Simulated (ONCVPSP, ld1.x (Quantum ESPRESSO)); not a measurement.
# Potentials for Ti compared

Generated with ld1.x 7.5 (TM, RRKJ, ultrasoft, PAW), atompaw 4.2 or ONCVPSP 4.0.1. The cutoff is in Ry: for ld1.x and atompaw files where the sum of valence levels is converged to 10 mRy in a Bessel basis, for ONCV files where the hardest occupied wave has 1 mHa per electron of residual kinetic energy. The error is the largest all-electron minus pseudo excitation energy over each file’s own four to seven test configurations (ionisations up to +4, promotions, holes and added fractions of an electron), all of which were solved. The labels leave out finer settings (local radius, basis sizes, second energies), which also bear on the numbers. Spin-polarised tests are not counted. The rows are a selection from randomly drawn settings: files with unsolved tests, undetermined cutoffs or missed reference levels are left out.

| potential | cutoff (Ry) | largest error (meV) | bound ghosts |
| --- | --- | --- | --- |
| ONCV, PBE, scalar-relativistic, rc 1.50/2.20/2.15/2.35 (spdf), local smoothed, core correction no, reference 3s2 3p6 3d2 4s1.75 4p0.25, qcut 5.9/5.2/6.4/5.5, projectors 2/2/2/1 | 33 | -414 | none |
| ONCV, PBE, scalar-relativistic, rc 1.80/1.50/1.95 (spd), local smoothed, core correction no, reference 3s2 3p6 3d2 4s1, qcut 5.1/10.8/8.1, projectors 2/2/2 | 49 | +94 | none |
| ONCV, PBE, scalar-relativistic, rc 1.50/1.75/1.30 (spd), local smoothed, core correction yes, reference 3s2 3p6 3d2, qcut 9.6/8.9/13.6, projectors 2/3/2 | 113 | +16 | none |
| ONCV, LDA (Perdew-Wang 92), scalar-relativistic, rc 1.50/1.75/1.25 (spd), local smoothed, core correction yes, reference 3s2 3p6 3d2 4s1.75 4p0.25, qcut 8.5/6.6/7.6, projectors 2/3/2 | 162 | +14 | none |

(1) Fill in the row for Ti: TM, LDA (PZ), scalar-relativistic, rc 2.04/2.10/2.80 (spd), local d, core correction no, reference 3s2 3p6 3d1 4s0 4p0.

(2) Fill in the row for Ti: ONCV, PBE, scalar-relativistic, rc 1.90/1.75/1.80 (spd), local smoothed, core correction yes, reference 3s2 3p6 3d2 4s2, qcut 8.2/9.2/7.1, projectors 2/2/2.

## Answers

(1) cutoff 35 Ry, largest error +5233 meV, bound ghosts: none.

(2) cutoff 46 Ry, largest error +77 meV, bound ghosts: none.
